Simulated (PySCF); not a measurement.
## Shapes and spin states of CrS₂⁻

Computed with PySCF, PBE0, basis Cr def2-TZVPD, S def2-TZVPD (no relativity, density fitting).

Relaxations began from a few typed shapes and spin states; open shells are unrestricted. The search is not exhaustive: other isomers or separated fragments can lie lower, and high-lying points may rest on an excited occupation.

Question: Which is the lowest minimum found?
A. broken-symmetry Ms = 1/2 (⟨S²⟩ 1.95) D∞h: Cr–S 2.088 Å (×2); S–Cr–S 180.0°
B. broken-symmetry Ms = 1/2 (⟨S²⟩ 1.79) C2v: Cr–S 2.071 Å (×2); S–Cr–S 148.5°
C. quartet (⟨S²⟩ 4.23) D∞h: Cr–S 2.121 Å (×2); S–Cr–S 180.0°

Answer: C. The others lie at 116.7 (broken-symmetry Ms = 1/2 C2v), 131.8 (broken-symmetry Ms = 1/2 D∞h, a saddle point) kJ/mol above it.

For the lowest minimum: the determinant is spin-contaminated (⟨S²⟩ = 4.23, pure value 3.75). Open d and f shells are described by one determinant, and the ground state may have another occupation or spin. The lowest empty level of this anion is unbound, so it and the gap depend on the basis.
